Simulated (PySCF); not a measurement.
Al(OH)(PH2)2 (AlH₅OP₂), SMILES [OH][Al]([PH2])[PH2].

Geometry: B3LYP-D3(BJ)/def2-SVP. The structure was generated by enumeration; whether it is a known compound was not checked. Other conformers were not sampled.

Two levels are set side by side: PBE/def2-TZVP (PySCF) and M06-2X/def2-TZVP (PySCF). Same geometry, gas phase. Differences are taken from unrounded values.

```
quantity                     M06-2X    PBE  PBE minus M06-2X
---------------------------  ------  -----  ----------------
orbital gap (eV)               7.53   4.26             -3.27
highest occupied level (eV)   -7.84  -5.90              1.93
lowest empty level (eV)       -0.30  -1.64             -1.34
dipole moment (D)              1.72   1.64             -0.08
mean polarisability (bohr³)    85.8   89.4               3.6
```

Without exact exchange PBE keeps part of each electron's self-repulsion, which lifts occupied levels and narrows the gap. Loosely held outer electrons make PBE densities more polarisable. Differences between two approximate levels are no errors against the true value.

Rough cost on one machine, each run with all the roots and properties that it gave: M06-2X against PBE about 4 times.
